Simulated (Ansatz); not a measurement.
Geometry optimisation, RKS PBE0/def2-SVP in Ansatz.

Input:

```yaml
crystal:
  periodic: [false, false, false]
  atoms:
    - { symbol: C, position_ang: [-1.7818, -1.5598, -0.1911] }
    - { symbol: "N", position_ang: [-0.881, -0.705, -0.4933] }
    - { symbol: C, position_ang: [0.1089, -0.5731, 0.5544] }
    - { symbol: Si, position_ang: [1.1007, 1.0942, 0.4087] }
    - { symbol: "N", position_ang: [1.2072, 1.5209, -1.2455] }
    - { symbol: Cl, position_ang: [-0.0701, 2.546, 1.3552] }
    - { symbol: H, position_ang: [-1.8637, -2.0762, 0.7481] }
    - { symbol: H, position_ang: [-2.607, -1.6635, -0.9319] }
    - { symbol: H, position_ang: [0.8826, -1.3593, 0.488] }
    - { symbol: H, position_ang: [-0.2906, -0.6565, 1.595] }
    - { symbol: H, position_ang: [2.3605, 1.0364, 1.0507] }
    - { symbol: H, position_ang: [2.17478, 1.48921, -1.47942] }
    - { symbol: H, position_ang: [0.87407, 2.53231, -1.33881] }
basis:
  gaussian: { orbitals: def2-SVP }
hamiltonian:
  xc: pbe0
relax:
  f_tol: 0.015
  max_steps: 40
output:
  orbitals: {}
```

Command:

```bash
$ ansatz run input.yaml --threads 2 --pin off --max-ram 3072MiB --backend cpu --events-out ev --progress --plain --runs-dir out
```

Question: Where does it end, and by what steps?

Answer: It converged. After 16 steps the energy has fallen by 0.823 eV; H13 moved furthest, 1.51 Å.

```tsv
step	energy less start (eV)	largest force component (eV/Å)	accepted
0	0.0000	2.801	yes
1	-0.1827	2.064	yes
2	-0.3844	0.990	yes
3	-0.4839	0.944	yes
4	-0.5763	0.662	yes
5	-0.6456	0.495	yes
6	-0.6895	0.642	yes
7	-0.7203	1.125	yes
8	-0.7656	0.532	yes
9	-0.7791	0.648	yes
10	-0.8045	0.241	yes
11	-0.8114	0.114	yes
12	-0.8143	0.232	yes
13	-0.8216	0.093	yes
14	-0.8225	0.063	yes
15	-0.8230	0.018	yes
16	-0.8231	0.012	yes
```

```xyz
13
Properties=species:S:1:pos:R:3
C -1.820 -1.058 -0.156
N -0.630 -0.851 -0.530
C 0.412 -0.791 0.455
Si 1.030 0.993 0.527
N 1.374 1.448 -1.084
Cl -0.491 2.099 1.448
H -2.103 -1.247 0.898
H -2.628 -1.059 -0.901
H 1.271 -1.399 0.119
H 0.110 -1.139 1.465
H 2.226 1.167 1.392
H 1.729 2.368 -1.321
H 0.735 1.094 -1.791
```

Run time: 3.3 min on 2 threads of AMD EPYC (Zen 3), with other jobs on the host, peak memory 0.33 GiB.
